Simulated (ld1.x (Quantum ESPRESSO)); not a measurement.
Rh: TM pseudisation with PBE, scalar-relativistic reference atom.

* Element: Rh
* Generator: ld1.x (Quantum ESPRESSO) 7.5
* Type: norm-conserving Troullier–Martins (Kleinman–Bylander form)
* Functional: PBE
* Relativity: scalar-relativistic
* Frozen core: [Kr]
* Valence charge: 9
* Reference configuration: 4d8 5s1 5p0
* Partial waves: 5s (bound): rc 2.45 bohr; 4d (bound): rc 1.75 bohr; 5p (bound, empty): rc 3.55 bohr
* Local potential: the p channel
* Core correction: none

Poles of the logarithmic derivatives, all-electron (AE) and pseudo (PS). s: poles at 0.1, 3.6 (AE) and 0.1, 1.5, 4.9 (PS) Ry. p: poles at 0.8, 4.5 (AE) and 0.8, 3.7 (PS) Ry. d: poles at -0.4, 2.1 (AE) and -0.4, 2.5 (PS) Ry. Test radius 3.86 bohr.

* Cutoffs needed: 55 Ry and 70 Ry (the cutoffs (Ry, on a coarse ladder) from which the occupation-weighted sum of valence levels, in a spherical-Bessel basis at the reference potential, stays within 10 and 1 mRy of its value at 400 Ry)
* Ghost test: no extra level below or beside the all-electron valence levels (s, d, p, f tested) (spherical-Bessel basis up to 400 Ry, 20 bohr box)
* Largest excitation error: -1649 meV (all-electron minus pseudo) for 4d5 5s0 5p0, out of 7 test configurations
